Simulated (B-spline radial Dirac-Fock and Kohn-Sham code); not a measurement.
## What relativity does to the binding energies of I³²⁺

System: the I³²⁺ ion, [Ar] 3d3.

Both columns are ΔSCF binding energies of the configuration average from an atomic code on a B-spline grid: non-relativistic Hartree-Fock with a point nucleus, and Dirac-Fock with a finite nucleus and the Coulomb interaction alone, averaged over the two j levels with weights 2j+1.

| shell | Hartree-Fock (eV) | Dirac-Fock (eV) | shift (eV) | shift (%) |
| --- | --- | --- | --- | --- |
| 1s | 33533.4 | 34869.7 | +1336.32 | +3.99 |
| 2s | 6401.6 | 6745.1 | +343.49 | +5.37 |
| 2p | 6103.6 | 6212.7 | +109.11 | +1.79 |
| 3s | 2295.8 | 2387.3 | +91.53 | +3.99 |
| 3p | 2171.6 | 2207.2 | +35.58 | +1.64 |
| 3d | 1991.9 | 1990.7 | -1.23 | -0.06 |

Relativity binds 1s, 2s, 2p, 3s, 3p more strongly, among those listed most of all 2s in relative terms, and 3d more weakly, because the contracted s and p shells screen the nucleus better.

Values without a named source are computed, but for edge energies of neutral atoms, which are taken from tables.
